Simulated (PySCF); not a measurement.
HO3S, SMILES O=S(=O)=[OH+], charge +1. Coordinates come from a PBE0-D3(BJ)/def2-SVP optimisation. The isomer is the one that the SMILES or the coordinates give; other isomers of the formula were not compared.

TDDFT-M06-2X/def2-SVPD (PySCF) puts the lowest singlet excitations at 5.41, 6.19, 6.41, 6.70, 7.30, 7.33 eV.

**Question.** What are the lowest excitation roots from ADC(2)/aug-cc-pVDZ run with PySCF 2.14.0? (The exact figures need the calculation; the answer reports its results.)

**Answer.** 5.71, 5.83, 6.38, 6.97, 7.13, 7.34 eV. S1 differs by 0.30 eV (second minus first; roots are paired by order, and the bases may differ).
